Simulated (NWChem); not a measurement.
Species: GeNH5O; SMILES [NH2][GeH2][OH]

```xyz
8

Ge    -0.3428     0.0086     0.0000
N      0.6444    -1.5159     0.0000
O      0.7636     1.4154     0.0000
H     -1.1989     0.0257     1.2808
H     -1.1989     0.0257    -1.2808
H      1.2210    -1.6503    -0.8261
H      1.2210    -1.6503     0.8261
H      0.3053     2.2624     0.0000
```
Atoms are numbered in this order, from 1.

All runs: NWChem. Pople sets run with spherical d functions. The geometry was optimised at PBE0/def2-SVP. LC-ωPBE (HJS hole) with 6-31G*; x = 1 − exp(−ω/0.25 bohr⁻¹) is a scale chosen for this fit.

```csv
row,x,−ε(HOMO) (eV)
ω = 0.20,0.551,8.60
ω = 0.25,0.632,withheld
ω = 0.35,0.753,9.96
ω = 0.80,0.959,11.71
```

Task: Fit a straight line of the last column on the one before it, predict the withheld value, and compare with the run.

Result: 
1. Means of the 3 shown rows: x = 0.7543, y = 10.090. Slope Σ(x − x̄)(y − ȳ)/Σ(x − x̄)² = 0.6347/0.08323 = 7.625; intercept 4.338.
2. The shown rows scatter about the line by 0.085 (root mean square); the largest residual is -0.12, at ω = 0.35.
3. At x = 0.632 (ω = 0.25; inside the shown range) the line gives 9.16.
4. The run gives 9.12, -0.04 from the line, 0.5 times the scatter.
